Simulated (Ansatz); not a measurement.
Consider the ligand exchange at a Ge–S bond: `NC[S][GeH3]` + `[NH2][GeH2][F]` → `[F][GeH2][NH][GeH3]` + `NCS`.

Computed with Ansatz on PBE0-D4/def2-TZVP structures; ΔE is electronic, products minus reactants. CCSD(T)/CBS adds triple-zeta CCSD(T) − MP2 to the extrapolated MP2 energy (def2 sets, frozen cores). DFT in def2-TZVPP. B3LYP here is the variant with VWN-RPA as its local correlation; programs differ in this. HSE06 is defined as in plane-wave codes. For Ge outer-core shells are correlated without core-valence functions, which leaves a few kJ/mol of doubt a bond. Scalar relativity is left out up to krypton. Each species was taken in one conformer, which may not be the lowest.

```csv
level,ΔE (eV)
r2SCANh-D4,0.56
HSE06-D4,0.57
CAM-B3LYP-D4,0.48
BLYP,0.49
B3LYP,0.49
r2SCAN0,0.55
SCS-MP2/def2-TZVPP,0.44
MP2/CBS(def2),0.51
```

**Question.** What does CCSD(T)/CBS give? (An estimate is asked.)

**Answer.** The calculation gave: +0.48 eV. The listed levels differ from it by 0.08, 0.09, 0.00, 0.01, 0.01, 0.07, -0.04, 0.03 eV.

Largest T1 diagnostic among the species: 0.012.

At CCSD(T), def2-SVP lies −0.04 eV from the extrapolated value and def2-TZVPP −0.02 eV. Leaving LDA and LC-ωPBE aside and taking each functional with its dispersion term where it has one, the values, not all of them listed here, spread over 0.12 eV, from CAM-B3LYP-D4 to revPBE-D4.
